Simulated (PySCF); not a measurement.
Species: CH8BrNSi2.
Z-matrix (Å and degrees, PBE0-D3(BJ)/def2-SVP geometry), rows numbered from 1:
```
Si
N   1  1.7363
C   2  1.4477  1  126.01
Si  3  1.8921  2  114.74  1   -47.84
Br  4  2.2340  3  105.78  2  -173.30
H   1  1.4916  2  106.54  3   177.92
H   1  1.5013  2  115.41  3   -61.16
H   1  1.4965  2  108.73  3    58.76
H   2  1.0147  1  115.50  3   151.81
H   3  1.1048  2  110.18  1  -164.59
H   3  1.1110  2  114.37  1    76.78
H   4  1.4897  3  113.11  2    69.83
H   4  1.4889  3  111.70  2   -55.37
```

Method used: PySCF 2.14.0, PBE0-D3(BJ)/def2-SVP geometry optimisation, gas phase.

Masses are those of the commonest isotopes; rigid-rotor values at the optimised geometry. The values belong to one conformer with, in the numbering `[SiH3:1][NH:2][CH2:3][SiH2:4][Br:5]`, Si1–N2–C3–Si4 -48°, N2–C3–Si4–Br5 -173°.

(1) What are A, B and C (cm⁻¹)?

(2) What kind of rotor is it?

(3) Is it planar, by Δ = Ic − Ia − Ib?

(4) Give the other two planar moments, Paa and Pbb, and the rms extents of the mass along the axes.

(5) Give the coordinates in the principal-axis frame, origin at the centre of mass.

(6) Where do the levels up to J = 5 lie, in MHz?

(7) Which lines would a microwave search look for?

(8) Estimate the classical rotational partition function at 25 K, 100 K and 200 K.

Answers

(1) Ia = 64.76, Ib = 857.32, Ic = 896.36 u·Å²; 505379 MHz·u·Å²/I gives 7803, 589.5 and 563.8 MHz, that is A = 0.26029, B = 0.01966, C = 0.01881 cm⁻¹.

(2) A near-prolate asymmetric top: κ = (2 × 589.5 − 7803 − 563.8)/(7803 − 563.8) = -0.99.

(3) Not planar: Δ = Ic − Ia − Ib = -25.72 u·Å². For a rigid frame Δ = −2 Σ m c², so Σ m c² = 12.86 u·Å² lies off the ab plane: 8.15 from hydrogen and 4.72 from heavier atoms. The atom farthest from that plane is 1.71 Å away.

(4) Paa = Σ m a² = (Ib + Ic − Ia)/2 = 844.46 and Pbb = Σ m b² = (Ia + Ic − Ib)/2 = 51.90 u·Å². With the mass M = 168.94 u, the rms extents √(P/M) along a, b and c are 2.24, 0.55, 0.28 Å.

(5) The sense of each axis is arbitrary; atoms in the order of the calculation.
```json
{"atom": "Si1", "mass (u)": "27.977", "a (Å)": "-3.526", "b (Å)": "0.398", "c (Å)": "0.185"}
{"atom": "N2", "mass (u)": "14.003", "a (Å)": "-2.472", "b (Å)": "-0.908", "c (Å)": "-0.259"}
{"atom": "C3", "mass (u)": "12.000", "a (Å)": "-1.065", "b (Å)": "-1.014", "c (Å)": "0.064"}
{"atom": "Si4", "mass (u)": "27.977", "a (Å)": "-0.052", "b (Å)": "0.544", "c (Å)": "-0.290"}
{"atom": "Br5", "mass (u)": "78.918", "a (Å)": "2.079", "b (Å)": "-0.020", "c (Å)": "0.074"}
{"atom": "H6", "mass (u)": "1.008", "a (Å)": "-4.858", "b (Å)": "0.090", "c (Å)": "-0.411"}
{"atom": "H7", "mass (u)": "1.008", "a (Å)": "-3.694", "b (Å)": "0.618", "c (Å)": "1.660"}
{"atom": "H8", "mass (u)": "1.008", "a (Å)": "-2.979", "b (Å)": "1.670", "c (Å)": "-0.383"}
{"atom": "H9", "mass (u)": "1.008", "a (Å)": "-2.920", "b (Å)": "-1.811", "c (Å)": "-0.376"}
{"atom": "H10", "mass (u)": "1.008", "a (Å)": "-0.587", "b (Å)": "-1.788", "c (Å)": "-0.563"}
{"atom": "H11", "mass (u)": "1.008", "a (Å)": "-0.857", "b (Å)": "-1.312", "c (Å)": "1.114"}
{"atom": "H12", "mass (u)": "1.008", "a (Å)": "-0.369", "b (Å)": "1.670", "c (Å)": "0.633"}
{"atom": "H13", "mass (u)": "1.008", "a (Å)": "-0.191", "b (Å)": "0.982", "c (Å)": "-1.706"}
```

(6) Above 0(0,0):
J = 1: 1(0,1) 1153, 1(1,1) 8367, 1(1,0) 8393
J = 2: 2(0,2) 3460, 2(1,2) 10648, 2(1,1) 10725, 2(2,1) 32367, 2(2,0) 32367
J = 3: 3(0,3) 6919, 3(1,3) 14069, 3(1,2) 14224, 3(2,2) 35827, 3(2,1) 35827, 3(3,1) 71960, 3(3,0) 71960
J = 4: 4(0,4) 11532, 4(1,4) 18631, 4(1,3) 18888, 4(2,3) 40440, 4(2,2) 40441, 4(3,2) 76574, 4(3,1) 76574, 4(4,1) 127161, 4(4,0) 127161
J = 5: 5(0,5) 17297, 5(1,5) 24333, 5(1,4) 24718, 5(2,4) 46206, 5(2,3) 46209, 5(3,3) 82340, 5(3,2) 82340, 5(4,2) 132927, 5(4,1) 132927, 5(5,1) 197968, 5(5,0) 197968

(7) The dipole components are |μa| = 1.57 D, |μb| = 1.18 D, |μc| = 0.07 D. The squared components, which scale the intensities, stand as 1.00 : 0.57 : 0.00 (a : b : c). Some of the stronger lines:

```json
{"type": "a", "branch": "R", "J(Ka,Kc)": "2(0,2) ← 1(0,1)", "MHz": "2307", "lower level (cm⁻¹)": "0.038"}
{"type": "a", "branch": "R", "J(Ka,Kc)": "2(1,1) ← 1(1,0)", "MHz": "2332", "lower level (cm⁻¹)": "0.280"}
{"type": "a", "branch": "R", "J(Ka,Kc)": "3(0,3) ← 2(0,2)", "MHz": "3460", "lower level (cm⁻¹)": "0.115"}
{"type": "a", "branch": "R", "J(Ka,Kc)": "3(2,2) ← 2(2,1)", "MHz": "3460", "lower level (cm⁻¹)": "1.080"}
{"type": "a", "branch": "R", "J(Ka,Kc)": "3(2,1) ← 2(2,0)", "MHz": "3460", "lower level (cm⁻¹)": "1.080"}
{"type": "a", "branch": "R", "J(Ka,Kc)": "3(1,2) ← 2(1,1)", "MHz": "3498", "lower level (cm⁻¹)": "0.358"}
{"type": "b", "branch": "Q", "J(Ka,Kc)": "1(1,0) ← 1(0,1)", "MHz": "7240", "lower level (cm⁻¹)": "0.038"}
{"type": "b", "branch": "Q", "J(Ka,Kc)": "3(1,2) ← 3(0,3)", "MHz": "7304", "lower level (cm⁻¹)": "0.231"}
{"type": "b", "branch": "R", "J(Ka,Kc)": "2(1,2) ← 1(0,1)", "MHz": "9495", "lower level (cm⁻¹)": "0.038"}
{"type": "b", "branch": "Q", "J(Ka,Kc)": "2(2,1) ← 2(1,2)", "MHz": "21719", "lower level (cm⁻¹)": "0.355"}
{"type": "b", "branch": "Q", "J(Ka,Kc)": "3(2,2) ← 3(1,3)", "MHz": "21757", "lower level (cm⁻¹)": "0.469"}
{"type": "b", "branch": "R", "J(Ka,Kc)": "2(2,1) ← 1(1,0)", "MHz": "23974", "lower level (cm⁻¹)": "0.280"}
```

(8) Point group C1, symmetry number σ = 1; q = (√π/σ)·√((kT/h)³/(ABC)), k/h = 20836.6 MHz/K: 13100 at 25 K, 105000 at 100 K, 296000 at 200 K.

No PBE0-D3(BJ)/def2-SVP frequencies stand behind this structure, so it isn't proved a minimum. Zero-point vibration and centrifugal distortion are left out. A rigid rotor knows nothing of inversion at nitrogen or internal rotation, which can split or shift real lines. Quadrupole hyperfine structure (14N, 79Br) is left out.
